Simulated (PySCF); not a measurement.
Numbering as in the mapped SMILES `[O:1]=[C:2]([Cl:3])[c:4]1[cH:5][cH:6][cH:7][o:8]1`. Each H is labelled by its parent atom.

Geometry: PBE0-D3(BJ)/def2-SVP; GIAO shifts from PySCF 2.14, gas phase, non-relativistic, averaged over equivalent atoms.

At LDA/pcSseg-1 (158 basis functions, 22 s wall time on 1 thread of an Intel Xeon Platinum 8488C, shared host):
```json
{"atoms": "O1", "δ (ppm)": "547.8"}
{"atoms": "O8", "δ (ppm)": "336.4"}
{"atoms": "C2", "δ (ppm)": "166.2"}
{"atoms": "C7", "δ (ppm)": "155.1"}
{"atoms": "C4", "δ (ppm)": "153.9"}
{"atoms": "C5", "δ (ppm)": "128.3"}
{"atoms": "C6", "δ (ppm)": "123.5"}
{"atoms": "Cl3", "δ (ppm)": "489.2"}
{"atoms": "H(C7)", "δ (ppm)": "7.43"}
{"atoms": "H(C5)", "δ (ppm)": "7.42"}
{"atoms": "H(C6)", "δ (ppm)": "6.76"}
```

Shifts are taken against calculated references (same method and geometry level): ¹⁷O (342.75 ppm) against H2O; ¹³C (180.72 ppm), ¹H (30.83 ppm) against TMS; ³⁵Cl (944.99 ppm) against HCl.

Question: What do these become at PBE/pcSseg-1?

Answer: 
```tsv
atoms	δ at PBE/pcSseg-1	change
O1	528.2	-19.6
O8	322.5	-13.9
C2	160.4	-5.8
C7	149.0	-6.1
C4	148.1	-5.8
C5	123.0	-5.3
C6	117.9	-5.6
Cl3	448.8	-40.4
H(C7)	7.42	-0.01
H(C5)	7.34	-0.08
H(C6)	6.66	-0.10
```

Referencing at the same level of theory: H2O for ¹⁷O (σ = 334.63 ppm); ¹³C (σ = 180.03 ppm) and ¹H (σ = 31.20 ppm) against TMS; ³⁵Cl (σ = 933.68 ppm) against HCl.

The largest change is at Cl3 (chlorine bonded to C). Cost: 158 basis functions, 28 s wall time on 1 thread of an Intel Xeon Platinum 8488C, shared host. The order of the carbon signals is the same at both levels.

Carbons that carry Cl, above all several Cl atoms, come out too deshielded, partly because spin–orbit coupling is missing. Unscaled 17O shifts of doubly bonded oxygen tend to come out too high, by tens of ppm or more. Experimental scales use liquid or dissolved standards, which lie at an offset from isolated H2O (liquid H2O: subtract about 36 ppm).
